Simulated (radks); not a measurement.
Values are calculated unless marked as measured or tabulated.
Exchange energies: the exact (Fock) value of the Kohn-Sham orbitals and density-functional approximations, in hartree. Species: Sb3+ [Kr] 4d10 5s2; Sn4+ [Kr] 4d10; Pb4+ [Xe] 4f14 5d10. Code: a radial shooting solver on a logarithmic mesh with Libxc functionals. Model: non-relativistic Kohn-Sham, exchange-only PBE, spin-polarised, spherical densities, point nucleus. Every spin shell is full or empty, so the densities are truly spherical. Functionals are evaluated on that one density, not self-consistently.

functional      Sb3+      Sn4+      Pb4+
exact       -162.906  -157.745  -358.128
LDA          -155.04   -149.98   -344.54
B88          -162.95   -157.71   -358.25
RPBE         -162.54   -157.31   -357.23
PW86         -162.60   -157.35   -356.59
OPTX         -164.96   -159.66   -364.96
WC           -161.52   -156.30   -355.81
AM05         -155.59   -150.54   -345.26
TPSS         -162.44   -157.24   -356.49
MS2          -161.95   -156.77   -355.66
